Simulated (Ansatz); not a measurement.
Relaxation of a periodic cell of 19 atoms, RuC18 (surface graphene monolayer, adsorbate Ru), to a largest force component of 0.03 eV/Å in at most 60 steps.

The calculation used DFT PBE-D3(BJ), scalar-relativistic, plane waves, PAW in Ansatz 0.2.0. Settings: PAW set soft_1, cutoff 420 eV, k mesh 2x2x1, fermi-dirac smearing 0.05 eV, no spin polarisation.

```xyz
19
Lattice="7.3980 0.0000 0.0000 -3.6990 6.4069 0.0000 0.0000 0.0000 11.0000" Properties=species:S:1:pos:R:3
C 0.000 0.000 1.000
C 1.233 0.712 1.000
C -1.233 2.136 1.000
C 0.000 2.847 1.000
C -2.466 4.271 1.000
C -1.233 4.983 1.000
C 2.466 0.000 1.000
C 3.699 0.712 1.000
C 1.233 2.136 1.000
C 2.466 2.847 1.000
C 0.000 4.271 1.000
C 1.233 4.983 1.000
C 4.932 0.000 1.000
C 6.165 0.712 1.000
C 3.699 2.136 1.000
C 4.932 2.847 1.000
C 2.466 4.271 1.000
C 3.699 4.983 1.000
Ru 0.030 4.375 3.270
```

**Question.** Where does it end, and by what steps?

**Answer.** The forces met the threshold. Limits of this set-up: coarse k mesh, slab without dipole correction. After 10 steps the energy has fallen by 1.534 eV; Ru19 moved furthest, 1.38 Å. Joined: C7–Ru19 (3.30 → 2.21 Å), C8–Ru19 (3.56 → 2.21 Å), C13–Ru19 (3.28 → 2.21 Å).

```
step  energy less start (eV)  largest force component (eV/Å)  accepted
   0                  0.0000                           2.545       yes
   1                 -0.5403                           1.599       yes
   2                 -0.6872                           1.683       yes
   3                 -0.8220                           0.505       yes
   4                 -0.9483                           0.663       yes
   5                 -1.0977                           1.044       yes
   6                 -1.2785                           1.089       yes
   7                 -1.4611                           0.901       yes
   8                 -1.5112                           0.304       yes
   9                 -1.5338                           0.049       yes
  10                 -1.5340                           0.005       yes
```

```xyz
19
Lattice="7.3980 0.0000 0.0000 -3.6990 6.4069 0.0000 0.0000 0.0000 11.0000" Properties=species:S:1:pos:R:3
C 0.002 -0.066 1.048
C 1.223 0.649 1.047
C -1.229 2.065 1.048
C 0.002 2.764 1.047
C -2.476 4.195 1.047
C -1.239 4.909 1.004
C 2.460 -0.065 1.004
C 3.701 0.651 1.003
C 1.232 2.065 1.048
C 2.470 2.779 1.047
C 0.002 4.193 1.004
C 1.242 4.909 1.004
C 4.941 -0.065 1.004
C 6.178 0.649 1.047
C 3.701 2.080 1.047
C 4.931 2.779 1.047
C 2.479 4.195 1.047
C 3.701 4.911 1.048
Ru 0.002 5.625 2.681
```

Whether the end is a true minimum wasn't checked by a vibrational analysis.

Time of the run: 84 s on 1 thread of Arm Neoverse V1 (shared host), peak memory 0.63 GiB.
